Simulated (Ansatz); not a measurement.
Cost and result up the ladder for Ga₉P₉ (18 atoms). Total charge 0; singlet. Geometry: PBE-D4/def2-SVP.

Cartesian coordinates in Å:
```
Ga -2.256 1.353 1.130
Ga 2.608 -1.972 -0.372
Ga 2.187 -2.515 2.331
Ga 1.247 0.221 0.990
Ga 2.528 1.263 -1.642
Ga -0.280 1.835 -1.593
Ga -0.704 -1.770 1.510
Ga -3.579 1.870 -1.244
Ga -1.752 -0.706 -1.059
P 1.298 2.061 -3.250
P 0.205 -1.971 -0.659
P 3.316 -3.760 0.927
P 3.529 0.153 0.072
P -2.175 0.857 -2.767
P -2.842 -0.966 1.045
P 0.771 -0.918 3.153
P -0.059 2.160 0.760
P -4.044 2.806 0.667
```

Ansatz on 2 threads of AMD EPYC 7R13 on a shared host and a share (18 GiB) of an NVIDIA H100 80GB HBM3. Times are rough, and most runs start from the orbitals of an earlier one. No level here is sound enough to serve as a yardstick. Binding counts from free atoms at the same level (Ga doublet, P quartet; other spins of the atoms weren't run), without zero-point energy or a counterpoise term.

Correlated methods freeze 126 core orbitals; core or outer-core shells of Ga are correlated, in sets that lack core-valence functions. The rows differ in basis, and correlated rows in double-zeta sets carry the largest basis error. Single mean-field runs in def2-SVP, def2-TZVP are fitted with def2-universal-jkfit. Another isomer (singlet) lies 0.04 eV lower at PBE0-D4/def2-TZVP; other spin states weren't run for this one.

Correlated methods converge slowly with the basis, most of all in double-zeta sets.

| level | functions | wall time | binding energy per atom (eV) |
| --- | --- | --- | --- |
| r2SCANh-D4/def2-SVP | 450 | 6.5 s | 2.85 |
| PBE-D4/def2-SVP (with forces) | 450 | 7 s | 3.02 |
| PBE0-D4/def2-SVP | 450 | 7 s | 2.92 |
| r2SCAN-D4/def2-SVP | 450 | 7 s | 2.89 |
| PBE-D4/def2-TZVP | 765 | 8.5 s | 3.03 |
| PBE0-D4/def2-TZVP | 765 | 9.1 s | 2.94 |
| MP2/def2-SVP | 450 | 13 s | 2.64 |
| RPA@PBE/def2-SVP | 450 | 16 s | 2.37 |
